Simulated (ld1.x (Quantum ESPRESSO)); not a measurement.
**S (Z = 16): excitation energies, all-electron against TM semilocal**

```
Element                 : S (Z = 16)
Generator               : ld1.x (Quantum ESPRESSO) 7.5
Type                    : norm-conserving Troullier–Martins (semilocal form)
Functional              : PBE
Relativity              : non-relativistic
Frozen core             : [Ne]
Valence charge          : 6
Reference configuration : 3s2 3p1 (charge +3)
Partial waves           : 3p (bound): rc 1.00 bohr; 3d channel at 0.45 Ry: rc 1.30 bohr; 3s (bound): rc 1.30 bohr
Local potential         : the s channel
Core correction         : a·sin(br)/r model core inside 0.90 bohr
```

Energies are relative to the spin-unpolarised reference configuration 3s2 3p1; without spin polarisation the order of configurations can differ from experiment. The frozen-core shift is the all-electron ΔE with the core orbitals held at their reference shape minus the fully relaxed ΔE.

Q: Give the all-electron excitation energy and the error of the potential for: 3s2 3p4; 3s2 3p3; 3s2 3p2; 3s2 3p3.5; 3s0 3p6; 3s1 3p5; 3s2 3p0.

A:

| valence configuration | charge | ΔE all-electron (eV) | error AE − PS (meV) | frozen-core shift (meV) |
| --- | --- | --- | --- | --- |
| 3s2 3p4 | 0 | -68.128 | +121 | +33 |
| 3s2 3p3 | +1 | -56.346 | +70 | +23 |
| 3s2 3p2 | +2 | -34.050 | +21 | +8.8 |
| 3s2 3p3.5 | +0.5 | -63.462 | +97 | +29 |
| 3s0 3p6 | 0 | -47.649 | +110 | +25 |
| 3s1 3p5 | 0 | -57.945 | +114 | +28 |
| 3s2 3p0 | +4 | 46.800 | +20 | +18 |
